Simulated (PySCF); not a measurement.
Correlation energy of Pr²⁹⁺ (praseodymium, charge +29)

Starting occupation: [Ar] 3d10 4s2. Calculation: PySCF 2.14, in an even-tempered Gaussian basis (19 s from 1.1 bohr⁻², ratio 2.6; 15 p from 1.4 bohr⁻², ratio 2.6; 10 d from 1.4 bohr⁻², ratio 2.6; 6 f from 1.4 bohr⁻², ratio 2.8); X2C-1e with screened-nucleus spin-orbit coupling, Gaussian nucleus. Frozen: [Ar]; 12 electrons correlated; the 94 highest virtual spinors left out.

MP2 pair energies summed by pair of shells (mhartree):

```
       pair   energy  share (%)
3d3/2-3d5/2  -187.52       36.1
3d5/2-3d5/2  -132.06       25.4
4s1/2-4s1/2   -57.14       11.0
3d3/2-3d3/2   -56.83       11.0
3d5/2-4s1/2   -51.71       10.0
3d3/2-4s1/2   -33.75        6.5
```

Total MP2 correlation energy: -519.01 mhartree.

The virtual space was cut to 68 spinors, which keep -497.65 of the -519.01 mhartree of MP2 correlation.

```json
{"level": "CCSD", "correlation energy (mhartree)": "-496.10"}
{"level": "(T)", "correlation energy (mhartree)": "-1.02"}
{"level": "CCSD(T)", "correlation energy (mhartree)": "-497.12"}
```

Diagnostics: T1 = 0.00028, largest double amplitude 0.067.

Cost of the coupled-cluster step: 130 s of wall time on 1 thread of Neoverse-V1 (shared host), for 12 occupied and 68 virtual spinors.

The coupled-cluster values are those of the cut space; adding the MP2 remainder, -21.36 mhartree, estimates the full space.

At this charge the one-electron X2C treatment keeps the bare 1/r₁₂, with no two-electron picture change or Breit term. The effect here is smaller than on the frozen 1s shell.
